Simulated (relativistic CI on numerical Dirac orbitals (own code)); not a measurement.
Cu⁴⁺ in a cubic cluster: 1s photoemission with charge transfer

Computed with a charge-transfer multiplet model of a cubic metal-ligand cluster with up to 2 ligand holes, Slater and spin-orbit integrals from Dirac-Coulomb-Breit ions, Slater integrals scaled by 0.7. The ground state mixes d7 with configurations of k ligand holes L, whose averages lie at kΔ + k(k − 1)U_dd/2; a core hole lowers each added d electron by U_cd. 300 K, Lorentzian 1.1 eV and Gaussian 0.6 eV FWHM.

Atomic integrals in eV (Slater integrals scaled, ζ unscaled), ground: F2dd 10.358, F4dd 6.495, zeta_d 0.120; with the core hole: F2dd 11.457, F4dd 7.209, zeta_d 0.161, G2cd 0.073.

Cluster parameters (eV): Δ = 1.1, U_dd = 8.5, U_cd = 10.8, 10Dq = 1.9, 10Dq(ligand) = 1.4, final-state hopping factor = 0.8.

Weights, n_d and S are thermal averages at 300 K. Binding energies count from the first peak over 30 % of the highest in each spectrum, which can be another peak from case to case. The parameters are a model scan and need not match a compound or its usual spin state. Peaks in eV (height, largest 100): 0.0 (100), 9.3 (23), 17.4 (16).

Problem. Which parameters give this spectrum?
A. V(eg) = 1.8 eV, V(t2g) = -0.99 eV
B. V(eg) = 3 eV, V(t2g) = -1.64 eV
C. V(eg) = 2.7 eV, V(t2g) = -1.48 eV
D. V(eg) = 2.4 eV, V(t2g) = -1.31 eV
E. V(eg) = 2.1 eV, V(t2g) = -1.15 eV

Solution. B. V(eg) = 3 eV, V(t2g) = -1.64 eV; the ground state then has 7.65 d electrons and S = 0.51. The choice follows from running the model for each set and comparing peak positions and heights.
